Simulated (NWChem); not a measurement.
BiCl3

SMILES: [Cl][Bi]([Cl])[Cl]
```xyz
4

Bi     0.0021     0.4468     0.0000
Cl    -1.0836    -0.7221     1.8710
Cl    -1.0836    -0.7221    -1.8710
Cl     2.1570    -0.7374     0.0000
```
Charge 0, spin multiplicity 1.

Everything below was run with NWChem. The geometry was optimised at PBE0/def2-SVP with def2 effective core potentials on Bi, a minimum by its harmonic frequencies.

Symmetry labels belong to the abelian group Cs used in the runs, with the axes of the coordinates shown; states degenerate in a higher group split over its labels.

Effective core potentials replace the inner electrons of Bi; spin-orbit coupling is left out. The structure started from a generated list of species.

List the lowest 6 singlet excitations that CIS/def2-SVP with def2 effective core potentials on Bi gives, with oscillator strengths.


```csv
state,symmetry,energy (eV),wavelength (nm),f
1,a',6.28,198,0.129
2,a",6.33,196,0.037
3,a',6.33,196,0.037
4,a",6.60,188,0.000
5,a',6.81,182,0.009
6,a",6.81,182,0.009
```
